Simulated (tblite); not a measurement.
Record of a relaxation.

Compound: C₆H₉BF₂Si.
Numbering: `[CH:1]#[C:2][BH:3][C@@H:4]1[CH2:5][SiH2:6][C@@H:7]([F:8])[C@@H:9]1[F:10]` (hydrogens: H11 on C1; H12 on B3; H13 on C4; H14, H15 on C5; H16, H17 on Si6; H18 on C7; H19 on C9)

Computed with GFN2-xTB (tblite), gas phase: L-BFGS steps from a force-field or distance-geometry start until the largest atomic force falls under 0.01 eV/Å. 10 of its 102 geometries are shown.

Step 0: E = -809.4405 eV, largest atomic force 3.299 eV/Å
```
atom  x, y, z in Å  |  force x, y, z in eV/Å
C1      4.037   -0.361   -0.248   -0.800  -0.125   0.262
C2      2.909   -0.501    0.178    0.189  -0.175   0.101
B3      1.506   -0.709    0.721    0.949   0.831  -0.371
C4      0.253   -0.189   -0.151    3.090  -1.030  -0.524
C5      0.043    1.232    0.221   -0.295   1.761   0.072
Si6    -1.782    1.349   -0.214   -0.498   1.652   0.089
C7     -2.150   -0.357    0.444    0.089   0.739   1.604
F8     -3.221   -0.953   -0.132   -0.615  -0.588  -0.064
C9     -0.860   -1.068    0.210   -1.403  -2.305  -1.020
F10    -0.537   -1.844    1.307   -1.122  -0.725   0.133
H11     5.008   -0.244   -0.631    0.053   0.042  -0.018
H12     1.231   -1.078    1.804    0.960   0.323  -0.135
H13     0.453   -0.254   -1.228   -0.117   0.004   0.055
H14     0.653    1.943   -0.385   -0.125  -0.629   0.820
H15     0.198    1.357    1.301    0.201   0.359  -0.344
H16    -2.464    2.405    0.534   -0.103  -0.010  -0.084
H17    -1.972    1.380   -1.642   -0.128   0.043  -0.427
H18    -2.272   -0.304    1.560   -0.464  -0.266  -0.685
H19    -1.043   -1.796   -0.625    0.140   0.097   0.537
```

Step 11: E = -810.1740 eV, largest atomic force 0.257 eV/Å
```
atom  x, y, z in Å  |  force x, y, z in eV/Å
C1      4.102   -0.356   -0.275    0.006   0.034  -0.010
C2      2.987   -0.477    0.172   -0.106   0.005  -0.049
B3      1.605   -0.648    0.743    0.060   0.093   0.020
C4      0.310   -0.265   -0.103    0.028  -0.040  -0.007
C5      0.017    1.233    0.221    0.085  -0.238   0.047
Si6    -1.824    1.438   -0.209    0.082  -0.064  -0.068
C7     -2.188   -0.331    0.443    0.059  -0.004   0.003
F8     -3.297   -0.943   -0.123    0.062   0.084  -0.020
C9     -0.929   -1.156    0.178    0.120   0.038   0.046
F10    -0.706   -1.986    1.268   -0.016   0.003   0.068
H11     5.077   -0.240   -0.660   -0.113  -0.029   0.044
H12     1.486   -0.987    1.858    0.056   0.029  -0.038
H13     0.486   -0.316   -1.181    0.012  -0.020   0.003
H14     0.720    1.866   -0.322   -0.118  -0.056  -0.002
H15     0.187    1.429    1.282   -0.026  -0.019   0.020
H16    -2.540    2.481    0.512   -0.025   0.027   0.033
H17    -2.035    1.454   -1.654   -0.055   0.066  -0.070
H18    -2.364   -0.332    1.523   -0.099  -0.015   0.034
H19    -1.105   -1.855   -0.649   -0.011   0.106  -0.055
```

Step 22: E = -810.1928 eV, largest atomic force 0.078 eV/Å
```
atom  x, y, z in Å  |  force x, y, z in eV/Å
C1      4.095   -0.341   -0.287   -0.011   0.001  -0.002
C2      2.977   -0.453    0.152    0.010   0.001   0.002
B3      1.616   -0.632    0.754   -0.031   0.018   0.009
C4      0.315   -0.285   -0.091    0.004  -0.064  -0.008
C5      0.021    1.205    0.226    0.010   0.000   0.005
Si6    -1.814    1.435   -0.221    0.011   0.018   0.035
C7     -2.186   -0.326    0.447    0.014  -0.003  -0.021
F8     -3.280   -0.920   -0.164   -0.006  -0.005   0.004
C9     -0.927   -1.160    0.194   -0.032  -0.033  -0.001
F10    -0.718   -2.001    1.277    0.016   0.044   0.029
H11     5.070   -0.246   -0.666    0.025   0.016  -0.039
H12     1.535   -0.954    1.875   -0.022   0.008   0.019
H13     0.497   -0.349   -1.168   -0.003  -0.005  -0.016
H14     0.715    1.842   -0.319    0.010  -0.008   0.013
H15     0.180    1.397    1.288   -0.011   0.027   0.007
H16    -2.528    2.476    0.513    0.025  -0.007   0.010
H17    -2.059    1.494   -1.662    0.007  -0.003   0.020
H18    -2.404   -0.334    1.522   -0.019  -0.013  -0.075
H19    -1.115   -1.838   -0.648    0.004   0.007   0.010
```

Step 34: E = -810.2096 eV, largest atomic force 0.094 eV/Å
```
atom  x, y, z in Å  |  force x, y, z in eV/Å
C1      4.057   -0.298   -0.342    0.007  -0.003  -0.020
C2      2.968   -0.410    0.164   -0.017  -0.029  -0.049
B3      1.613   -0.600    0.780    0.034  -0.027   0.019
C4      0.315   -0.338   -0.089   -0.029   0.054   0.019
C5      0.052    1.157    0.237   -0.019   0.008  -0.013
Si6    -1.777    1.441   -0.202    0.036   0.035  -0.023
C7     -2.206   -0.338    0.377    0.000   0.026  -0.049
F8     -3.245   -0.904   -0.348    0.011   0.003  -0.010
C9     -0.935   -1.183    0.223    0.023  -0.008   0.054
F10    -0.753   -1.915    1.385   -0.002  -0.045   0.083
H11     5.008   -0.205   -0.784   -0.021   0.017   0.025
H12     1.519   -0.834    1.921    0.019  -0.037   0.029
H13     0.495   -0.417   -1.165   -0.037   0.023   0.007
H14     0.776    1.779   -0.284   -0.033   0.033  -0.020
H15     0.191    1.338    1.307    0.028  -0.004  -0.029
H16    -2.414    2.473    0.614   -0.022  -0.017  -0.032
H17    -2.051    1.566   -1.635    0.027   0.018   0.054
H18    -2.526   -0.372    1.425   -0.005  -0.038  -0.035
H19    -1.096   -1.933   -0.560   -0.001  -0.009  -0.009
```

Step 45: E = -810.2396 eV, largest atomic force 0.172 eV/Å
```
atom  x, y, z in Å  |  force x, y, z in eV/Å
C1      3.984   -0.262   -0.453    0.117   0.024  -0.005
C2      2.939   -0.463    0.114   -0.044   0.048   0.040
B3      1.618   -0.638    0.801    0.073  -0.034  -0.048
C4      0.303   -0.380   -0.035    0.018   0.164   0.028
C5      0.089    1.133    0.278   -0.074  -0.002  -0.049
Si6    -1.737    1.448   -0.149    0.059   0.041  -0.020
C7     -2.231   -0.367    0.267    0.060   0.067  -0.054
F8     -3.098   -0.888   -0.681   -0.019  -0.045  -0.020
C9     -0.944   -1.203    0.323    0.107   0.134   0.016
F10    -0.827   -1.736    1.593   -0.056  -0.002   0.141
H11     4.912   -0.083   -0.916   -0.008  -0.035  -0.033
H12     1.569   -0.812    1.958    0.004  -0.069  -0.056
H13     0.419   -0.481   -1.119    0.079   0.062   0.062
H14     0.780    1.747   -0.302    0.012  -0.128   0.035
H15     0.290    1.354    1.332   -0.048  -0.104  -0.111
H16    -2.368    2.453    0.700   -0.068  -0.022   0.058
H17    -1.955    1.718   -1.570   -0.010  -0.053   0.014
H18    -2.743   -0.462    1.228   -0.083  -0.044   0.000
H19    -1.012   -2.069   -0.345   -0.121  -0.002   0.001
```

Step 56: E = -810.3230 eV, largest atomic force 0.242 eV/Å
```
atom  x, y, z in Å  |  force x, y, z in eV/Å
C1      3.936   -0.207   -0.569   -0.089  -0.024   0.010
C2      2.929   -0.472    0.043    0.034   0.066   0.091
B3      1.649   -0.715    0.794   -0.090  -0.047  -0.102
C4      0.293   -0.398    0.024    0.050   0.060   0.103
C5      0.117    1.122    0.305   -0.078  -0.041  -0.010
Si6    -1.722    1.466   -0.084    0.114   0.008   0.001
C7     -2.246   -0.378    0.131    0.147   0.056  -0.029
F8     -2.732   -0.890   -1.064   -0.045   0.021  -0.015
C9     -0.964   -1.145    0.493    0.098   0.017  -0.101
F10    -0.946   -1.316    1.867   -0.036   0.046  -0.087
H11     4.808    0.023   -1.114   -0.025  -0.042   0.045
H12     1.625   -1.018    1.930    0.105   0.023  -0.196
H13     0.364   -0.524   -1.065   -0.105  -0.068   0.186
H14     0.813    1.688   -0.322   -0.092  -0.045   0.219
H15     0.348    1.337    1.353    0.007   0.012  -0.168
H16    -2.412    2.337    0.872    0.048  -0.048  -0.094
H17    -1.849    1.822   -1.499   -0.121   0.030   0.070
H18    -3.022   -0.574    0.879    0.073  -0.025  -0.055
H19    -1.000   -2.150    0.049    0.004   0.002   0.132
```

Step 67: E = -810.3808 eV, largest atomic force 0.091 eV/Å
```
atom  x, y, z in Å  |  force x, y, z in eV/Å
C1      3.898   -0.180   -0.643    0.036  -0.004  -0.001
C2      2.913   -0.444    0.000    0.007  -0.027  -0.039
B3      1.664   -0.792    0.751   -0.016   0.016   0.011
C4      0.282   -0.402    0.083    0.004  -0.055   0.018
C5      0.114    1.121    0.333   -0.006  -0.027  -0.027
Si6    -1.716    1.472   -0.069   -0.026  -0.026   0.009
C7     -2.208   -0.389    0.021    0.060   0.051   0.045
F8     -2.435   -0.884   -1.253    0.006  -0.070  -0.057
C9     -0.978   -1.088    0.607    0.004  -0.012   0.026
F10    -1.060   -0.971    1.985    0.020   0.039  -0.038
H11     4.769    0.041   -1.190    0.019   0.020  -0.006
H12     1.733   -1.265    1.817   -0.042  -0.027   0.035
H13     0.284   -0.576   -0.999   -0.019   0.041   0.029
H14     0.820    1.675   -0.281    0.017   0.033   0.017
H15     0.350    1.340    1.377   -0.044   0.025  -0.029
H16    -2.456    2.238    0.931    0.044   0.028  -0.006
H17    -1.903    1.917   -1.449   -0.024   0.028   0.021
H18    -3.097   -0.640    0.603   -0.035  -0.016   0.030
H19    -0.983   -2.164    0.395   -0.004  -0.014  -0.038
```

Step 79: E = -810.3859 eV, largest atomic force 0.019 eV/Å
```
atom  x, y, z in Å  |  force x, y, z in eV/Å
C1      3.908   -0.190   -0.637    0.006  -0.002   0.000
C2      2.919   -0.468   -0.005   -0.002  -0.002  -0.001
B3      1.664   -0.803    0.746    0.001   0.004  -0.007
C4      0.285   -0.398    0.080    0.002   0.012   0.003
C5      0.108    1.124    0.326   -0.005   0.010  -0.003
Si6    -1.723    1.470   -0.077   -0.001   0.006  -0.011
C7     -2.204   -0.393    0.021   -0.002  -0.018   0.001
F8     -2.422   -0.911   -1.248   -0.009   0.017   0.001
C9     -0.972   -1.083    0.611    0.005  -0.014  -0.007
F10    -1.048   -0.953    1.986    0.002   0.006   0.002
H11     4.776    0.049   -1.182    0.005  -0.003   0.009
H12     1.714   -1.285    1.811   -0.002  -0.005  -0.004
H13     0.280   -0.565   -1.002    0.007  -0.005   0.008
H14     0.820    1.688   -0.273   -0.002  -0.006   0.004
H15     0.321    1.349    1.373    0.006  -0.004  -0.007
H16    -2.429    2.252    0.934   -0.002   0.000   0.009
H17    -1.935    1.936   -1.446   -0.011  -0.004  -0.003
H18    -3.092   -0.648    0.605   -0.012   0.009   0.001
H19    -0.980   -2.160    0.400    0.015  -0.002   0.004
```

Step 90: E = -810.3866 eV, largest atomic force 0.014 eV/Å
```
atom  x, y, z in Å  |  force x, y, z in eV/Å
C1      3.921   -0.198   -0.625   -0.003   0.001   0.008
C2      2.924   -0.474   -0.005    0.007   0.003   0.000
B3      1.665   -0.808    0.739   -0.009   0.010  -0.002
C4      0.287   -0.389    0.077    0.000   0.002   0.001
C5      0.104    1.132    0.319   -0.001   0.003   0.000
Si6    -1.729    1.471   -0.080   -0.007   0.000  -0.006
C7     -2.205   -0.393    0.026   -0.008  -0.010  -0.004
F8     -2.438   -0.909   -1.241    0.007   0.000   0.006
C9     -0.967   -1.080    0.608   -0.003  -0.005  -0.010
F10    -1.041   -0.950    1.984    0.010   0.004   0.007
H11     4.796    0.040   -1.159    0.006  -0.004   0.003
H12     1.710   -1.308    1.795    0.004  -0.002  -0.004
H13     0.285   -0.559   -1.006   -0.008   0.001   0.008
H14     0.815    1.698   -0.279   -0.003   0.000  -0.006
H15     0.314    1.359    1.366    0.012  -0.007  -0.002
H16    -2.434    2.252    0.934    0.003   0.003   0.004
H17    -1.961    1.925   -1.449    0.003   0.008  -0.002
H18    -3.088   -0.644    0.619   -0.004  -0.004   0.003
H19    -0.967   -2.156    0.399   -0.006  -0.003  -0.004
```

Step 101: E = -810.3871 eV, largest atomic force 0.009 eV/Å
```
atom  x, y, z in Å  |  force x, y, z in eV/Å
C1      3.937   -0.202   -0.609   -0.005   0.000   0.001
C2      2.928   -0.466   -0.003    0.002  -0.006  -0.005
B3      1.663   -0.806    0.729   -0.002   0.004  -0.002
C4      0.285   -0.384    0.070   -0.001  -0.002   0.000
C5      0.099    1.137    0.312    0.001  -0.001  -0.006
Si6    -1.737    1.472   -0.079   -0.002  -0.004   0.007
C7     -2.208   -0.394    0.033   -0.001   0.001  -0.004
F8     -2.447   -0.913   -1.233    0.007   0.003   0.004
C9     -0.966   -1.078    0.607   -0.001   0.000  -0.001
F10    -1.029   -0.950    1.983   -0.006   0.005   0.004
H11     4.820    0.026   -1.134    0.003   0.003   0.006
H12     1.707   -1.324    1.777    0.000   0.005  -0.004
H13     0.278   -0.554   -1.012    0.001  -0.003   0.003
H14     0.804    1.703   -0.293    0.004   0.003  -0.007
H15     0.320    1.365    1.357   -0.004  -0.004  -0.004
H16    -2.435    2.256    0.937    0.000  -0.005   0.000
H17    -1.974    1.925   -1.447    0.002   0.000   0.005
H18    -3.088   -0.648    0.630    0.002   0.002   0.006
H19    -0.965   -2.155    0.396   -0.002  -0.003  -0.005
```

**Question.** Summarise the path.

**Answer.** The energy falls by 91.33 kJ/mol from step 0 to step 101; nine tenths of that is first reached at step 53. It rises by more than 0.2 meV at step 46. The largest force goes from 3.299 to 0.009 eV/Å. Among the bonds C4–C5 changes most, from 1.483 to 1.551 Å; the atoms move by 0.661 Å rms after alignment.

**Question.** Follow the three bonds and two angles with the largest change from start to end.

**Answer.** 
```csv
step,E above end (kJ/mol),largest force (eV/Å),C4–C5 (Å),C4–C9 (Å),Si6–C7 (Å),B3–C4–C9 (°),Si6–C7–H18 (°)
0,91.33,3.299,1.483,1.463,1.866,105.3,109.2
4,35.15,0.912,1.562,1.552,1.913,109.2,112.5
9,22.73,0.376,1.562,1.548,1.920,113.1,112.2
13,19.75,0.158,1.553,1.549,1.919,115.1,111.7
18,18.97,0.055,1.555,1.546,1.917,115.8,112.6
22,18.75,0.078,1.552,1.546,1.919,115.9,112.7
26,18.34,0.106,1.555,1.545,1.920,116.4,112.4
31,17.55,0.141,1.551,1.543,1.919,116.7,112.5
35,17.00,0.106,1.553,1.541,1.920,117.7,112.6
40,16.23,0.135,1.548,1.541,1.922,117.5,113.0
44,14.64,0.144,1.559,1.537,1.925,117.7,112.8
48,13.28,0.149,1.555,1.535,1.928,117.8,113.7
53,8.86,0.158,1.551,1.533,1.927,117.3,115.3
57,4.98,0.271,1.553,1.535,1.929,117.3,116.7
61,2.01,0.183,1.551,1.526,1.920,118.1,117.0
66,0.81,0.100,1.553,1.528,1.925,117.7,116.8
70,0.34,0.046,1.551,1.526,1.927,117.5,117.1
75,0.17,0.047,1.551,1.527,1.928,117.3,116.8
79,0.12,0.019,1.551,1.527,1.927,117.1,117.1
83,0.09,0.020,1.551,1.527,1.928,116.9,117.0
88,0.06,0.019,1.551,1.527,1.926,116.7,116.9
92,0.04,0.013,1.551,1.527,1.927,116.6,116.9
97,0.02,0.016,1.551,1.528,1.927,116.5,117.0
101,0.00,0.009,1.551,1.528,1.927,116.4,117.0
```

The cost below is that of the whole relaxation. The run took 1.5 s wall on an Arm Neoverse N1 with one thread, shared host.
